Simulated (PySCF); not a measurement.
Mo(O)(NH)(F)(OH) (FH₂MoNO₂), SMILES [NH]=[Mo](=[O])([OH])[F], multiplicity 1.

Geometry: B3LYP-D3(BJ)/def2-SVP. The spin state was assumed, not searched. The structure was generated by enumeration; whether it is a known compound was not checked. The def2 effective core potentials stand for the cores of Mo; spin–orbit coupling is left out. Other conformers were not sampled.

The numbers are results of B3LYP/def2-TZVP (PySCF), not measurements.

Computed frontier levels, gap, dipole moment and polarisability:
```
Item                                                                                                           Result
---------------------------------------------------------------------------------------------  ----------------------
highest occupied level                                                                                       -8.46 eV
lowest empty level                                                                                           -2.56 eV
orbital gap                                                                                                   5.89 eV
dipole moment                                                                                                  3.14 D
quadrupole, principal values (traceless, Buckingham form, about the centre of nuclear charge)   -9.47, 4.18, 5.29 D·Å
mean static polarisability                                                                       50.0 bohr³ (7.41 Å³)
polarisability, principal values                                                               42.6, 50.4, 56.9 bohr³
```
